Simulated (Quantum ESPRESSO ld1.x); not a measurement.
Problem. The mean radii <r> (bohr) of the occupied orbitals of an atom or ion are listed with their occupations. Method: scalar-relativistic Kohn-Sham, PW91, spin-unpolarised, spherical densities, point nucleus; computed with ld1.x of Quantum ESPRESSO 7.5.

orbital  occ.      <r>
1s          2  0.01631
2s          2  0.06874
2p          6  0.06235
3s          2   0.1766
3p          6   0.1779
3d         10   0.1610
4s          2   0.3667
4p          6   0.3823
4d          8   0.3847
4f          1   0.3616

Name the element and its charge.

Solution. Z = 81, thallium, charge +36: Tl36+ in [Kr] 4d8 4f1. The 1s radius gives Z: for a bare nucleus <r> = (2 gamma + 1)/(2Z) with gamma = sqrt(1 - (Z/c)^2), 0.01613 bohr for Z = 81, and screening makes it slightly larger (0.01631 here). The occupations add up to 45, and the charge is Z minus that.
